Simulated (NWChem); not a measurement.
System: C3H7O2, doublet; SMILES OC(C)C[O]

Here is an NWChem input.

```
start job
memory heap 200 mb stack 900 mb global 1100 mb
geometry units angstroms noautosym nocenter noautoz
  C      1.408521     0.635472     0.124510
  C     -0.021584     0.435713    -0.338700
  O     -0.884465     1.463380     0.085782
  C     -0.623063    -0.848610     0.225386
  O      0.029562    -1.987933    -0.064321
  H      1.859542     1.528523    -0.337280
  H      1.441944     0.758778     1.218862
  H      2.020437    -0.236177    -0.151368
  H     -0.030939     0.341642    -1.445003
  H     -0.544661     2.301566    -0.242052
  H     -0.691448    -0.762600     1.338987
  H     -1.695928    -0.932080    -0.067928
end
basis spherical
  C library def2-svp
  O library def2-svp
  H library def2-svp
end
dft
  odft
  mult 2
  xc b3lyp
  iterations 150
end
cosmo
  do_cosmo_smd true
  solvent toluene
end
task dft energy
```

All runs use the structure optimised with PBE0/def2-SVP, spin-unrestricted. No frequency run checked for a minimum. No stability test was run on the SCF state. Solvent: toluene.

Level: B3LYP/def2-SVP with SMD (1 M gas to 1 M solution), gas-phase geometry. Reactions with the solvent are ignored.

**Question.** Give the results of this calculation. (B3LYP/def2-SVP, spin-unrestricted, SMD on the gas-phase geometry.) Quantities: solvation free energy (kcal/mol); cavity-dispersion-structure term (kcal/mol); dipole in solution (D).

**Answer.** 
```yaml
solvation free energy (kcal/mol): -4.9
cavity-dispersion-structure term (kcal/mol): -2.5
dipole in solution (D): 2.25
```
